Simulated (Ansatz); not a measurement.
Species: ZnI2, net charge 0, singlet state. 
Structure (B3LYP-D3(BJ)/def2-TZVP (Ansatz, a quantum-chemistry and plane-wave program) minimum search):
```xyz
3

Zn     0.0000     0.0000     0.0000
I      0.0000     0.0000    -2.4340
I      0.0000     0.0000     2.4340
```
Charge 0, spin multiplicity 1.

Basis-set convergence of Hartree-Fock and CCSD correlation energies (hartree) with Ansatz. Cores are frozen in the correlated levels unless marked. No spin-orbit coupling. Frozen are the shells of the preceding noble gas and the d and f shells that filled before the atom's block. Past Kr the def2 sets carry scalar-relativistic core potentials.

```csv
basis,functions,E(HF),"E(corr, CCSD)"
def2-SVP,83,-2370.99896,-0.47835
def2-TZVPP,164,[?],[?]
```

Task: What belongs in the gaps?

Result: 
- def2-TZVPP, E(HF): -2371.26136
- def2-TZVPP, E(corr, CCSD): -0.73837
